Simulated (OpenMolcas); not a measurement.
# Fe3+, Ru3+, Os3+: d5 down the group

| Property | Result |
| --- | --- |
| Program | OpenMolcas |
| Method | RASSCF |
| Basis | ANO-RCC-VTZP |
| Scalar Hamiltonian | DKH2, point nucleus |
| Spin-orbit coupling | state interaction with AMFI integrals over the reference wave functions, term energies averaged over their components |

Active space for each ion: 5 electrons in 9 orbitals (RAS2 d s; RAS3 p, at most 2 electrons).

Computed levels in cm-1 above 6S 5/2:

| Level | Fe3+ | Ru3+ | Os3+ |
| --- | --- | --- | --- |
| 4G 7/2 | 39366 | 28238 | 25034 |
| 4G 11/2 | 39374 | 28303 | 26023 |
| 4G 9/2 | 39383 | 28372 | 26768 |
| 4P 1/2 | 45054 | 32259 | 27908 |
| 4D 7/2 | 48813 | 34414 | 31409 |
| 4D 1/2 | 48905 | 35078 | 34510 |
| 2I 11/2 | 56194 | 40512 | 37332 |
| 2I 13/2 | 56266 | 41012 | 40433 |
| 4F 5/2 | 65969 | 47018 | 45547 |
| weight of 6S in the lowest level (%) | 100 | 99 | 90 |

Mixed levels, with the weight of the term that names them: Fe3+ 4F 5/2 (75 %), Os3+ 4G 7/2 (73 %), Os3+ 4P 1/2 (67 %), Os3+ 4D 1/2 (71 %), Os3+ 4F 5/2 (53 %).

Measured, with the error of the calculation in %. Measured levels: Fe3+ from Corliss and Sugar, J. Phys. Chem. Ref. Data 11, 135 (1982).

| Level | Fe3+ |
| --- | --- |
| 4G 11/2 | 32246 (+22.1) |
| 4P 1/2 | 35407 (+27.2) |
| 4D 7/2 | 38779 (+25.9) |
| 4D 1/2 | 38897 (+25.7) |

Without spin-orbit coupling 4G lies 39371, 28282, 25724 cm-1 above 6S in that order; the difference to the level 4G 7/2, of either sign, comes from spin-orbit coupling, which also lowers the zero.

Some high roots are left out of the spin-orbit mixing, which shifts the levels that they would mix with. Without dynamic correlation excited terms often stand tens of per cent too high (terms of higher spin than the ground term too low), and those without a measured partner can miss by more than the paired ones. Terms from blocks run as CI alone lack orbitals of their own. Measured partners are found by configuration, term and J. A level has none where our copy of the source lacks it or the pairing is in doubt (some pairs that miss far off the trend of their configuration count as doubtful), and it then counts in no deviation. Only configurations of the active space appear.
